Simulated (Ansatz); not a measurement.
Cost and result up the ladder for (MgO)2 ring (Mg₂O₂) (4 atoms). Total charge 0; singlet. Geometry: r2SCAN-D4/def2-TZVP.

Cartesian coordinates in Å:
```
Mg 0.292 -0.749 -0.886
O -0.866 -0.992 0.553
Mg -0.291 0.749 0.886
O 0.866 0.992 -0.553
```

Ansatz on 4 threads of Arm Neoverse V1 on a shared host. Times are rough, and most runs start from the orbitals of an earlier one. ωB97M-V/def2-TZVP serves as the yardstick here, not as an exact answer. Differences are given only for rows in sets of like size (and for xTB, whose basis is part of the method), since another set adds its own error. Binding counts from free atoms at the same level (Mg singlet, O triplet; other spins of the atoms weren't run), without zero-point energy or a counterpoise term.

B3LYP takes the VWN-RPA correlation. HSE06 is defined as in plane-wave codes, on full-range PBE exchange. Correlated methods freeze 4 core orbitals; core or outer-core shells of Mg are correlated, in sets that lack core-valence functions.

Correlated methods converge slowly with the basis.

```tsv
level	functions	wall time	binding energy per atom (eV)	difference from ωB97M-V/def2-TZVP (eV)
HF/6-31G	44	0.2 s	0.78	–
B3LYP-D4/6-31G	44	0.55 s	2.20	–
PBE-D4/def2-SVP	64	0.56 s	2.82	–
MP2/def2-TZVP	126	0.85 s	2.85	0.24
revPBE-D4/def2-TZVP	126	1 s	2.68	0.07
PBE-D4/def2-TZVP	126	1.1 s	2.83	0.22
BLYP-D4/def2-TZVP	126	1.2 s	2.75	0.14
PBE0-D4/def2-TZVPD	150	1.6 s	2.59	-0.02
HSE06-D4/def2-TZVP	126	1.7 s	2.58	-0.03
r2SCAN-D4/def2-TZVP	126	2.3 s	2.80	0.19
r2SCAN-D4/def2-TZVPD	150	2.5 s	2.81	0.20
CAM-B3LYP-D4/def2-TZVP (with forces)	126	2.6 s	2.64	0.03
ωB97M-V/def2-TZVP	126	4.6 s	2.61	0.00
CCSD(T)/def2-TZVPP	126	7.5 s	2.51	-0.10
```
